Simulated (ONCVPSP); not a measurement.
# Cutoff test, indium (In), ONCV

indium, optimised norm-conserving Vanderbilt (ONCV), made with ONCVPSP 4.0.1 (PBE, scalar-relativistic). Core [Kr] 4d10, reference 5s2 5p1. Waves: 5s: rc 2.30 bohr, ncon 4, nbas 7, qcut 2.6 1/bohr, 1 projector; 5p: rc 2.60 bohr, ncon 4, nbas 8, qcut 3 1/bohr, 2 projectors, debl 3.7 Ha. Local part: polynomial inside 1.50 bohr (lpopt 4, dvloc0 6 Ha). Core correction: Teter function, fcfact 2.75, rcfact 1.2.

Q: For each optimised wave give the share of its norm inside rc, the residual kinetic energy above qcut (Ha) and the cutoffs (Ha) for errors of 10, 1, 0.1 and 0.01 mHa per electron.

A:

| wave | norm inside rc | residual KE | 10 mHa | 1 mHa | 0.1 mHa | 0.01 mHa |
| --- | --- | --- | --- | --- | --- | --- |
| 5s | 0.426 | 7.5e-03 | 3.1 | 15.4 | 21.7 | 26.1 |
| 5p | 0.249 | 3.6e-04 | 0.9 | 3.4 | 9.8 | 28.2 |
| p projector 2 | 0.167 | 1.0e-01 | 11.7 | 35.7 | 41.3 | 51.7 |

The occupied waves need 15 Ha and 22 Ha for 1 and 0.1 mHa.
